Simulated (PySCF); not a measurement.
Excitation energy of Be⁺ by level of theory

Be⁺ [He] 2s1 (2S) → Be⁺ [He] 2p1 (2P), as a difference of total energies. All numbers are calculated (PySCF 2.14, the spin-free X2C one-electron Hamiltonian (Gaussian nucleus), in dyall-av3z (15s9p4d2f, 76 functions)). The calculations carry no spin-orbit coupling.

| method | excitation energy (eV) | error (eV) |
| --- | --- | --- |
| UHF | 3.989 | +0.030 |
| LDA | 3.496 | -0.463 |
| PBE | 3.447 | -0.512 |
| PBE0 | 3.589 | -0.370 |
| r2SCAN | 3.529 | -0.430 |
| wB97X | 3.595 | -0.364 |
| LC-wPBE | 3.721 | -0.238 |
| TPSSh | 3.541 | -0.418 |

Reference: 3.959 eV (measured; NIST levels, between the centres of gravity of the two terms).
